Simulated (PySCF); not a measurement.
Vertical excitations of a molecule C₂H₆F₂Si from TDA-LC-ωPBE/def2-SVPD run with PySCF, as energy in eV (oscillator strength): 7.80 (0.001), 8.47 (0.016), 8.60 (0.011), 8.86 (0.010), 9.63 (0.012), 9.76 (0.191), 9.81 (0.175), 9.90 (0.022), 10.03 (0.074), 10.20 (0.109). Lowest triplet (TDA): 7.22 eV. Coordinates come from a PBE0-D3(BJ)/def2-SVP optimisation. Other conformers were not sampled.

Task: Which structure fits?
(A) C[C@@H](F)[SiH2]F
(B) C[Si@H](F)CF
(C) C[SiH2]C(F)F
(D) CC(F)(F)[SiH3]

Result: A, C[C@@H](F)[SiH2]F
